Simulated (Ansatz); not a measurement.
Computed with Ansatz on PBE0-D4/def2-TZVP structures; ΔE is electronic, products minus reactants. CCSD(T)/CBS is the MP2 limit (def2-TZVPP, def2-QZVPP) plus CCSD(T) − MP2 in def2-TZVPP, frozen cores. Functionals use def2-TZVPP. For Ga outer-core shells are correlated without core-valence functions, which leaves a few kJ/mol of doubt a bond. Scalar relativity is left out up to krypton. Each species was taken in one conformer, which may not be the lowest.

Reaction (formal exchange of groups at a Ga–N bond): `[CH3][Ga]([NH2])[NH2]` + `FCC1=CC1` → `[CH3][Ga]([NH2])[CH2]F` + `NC1=CC1`

CCSD(T)/CBS gives +20.8 kcal/mol.

(1) Another level gave +14.8 kcal/mol. Which?
A. PBE0/def2-TZVPP
B. HF/def2-TZVPP
C. PBE-D4/def2-TZVPP
D. ωB97M-V/def2-TZVPP

Largest T1 diagnostic among the species: 0.012.

Results:

(1) C. PBE-D4 14.8, PBE0 16.5, ωB97M-V 18.3, HF/def2-TZVPP 21.9 kcal/mol.

From PBE to PBE0 (25 % exact exchange), in def2-TZVPP and without D4, ΔE moves by +1.8 kcal/mol. In def2-TZVPP, CCSD(T) changes the Hartree–Fock value by −1.4 kcal/mol (the triples alone add −0.3 kcal/mol) and MP2 by −0.8 kcal/mol.
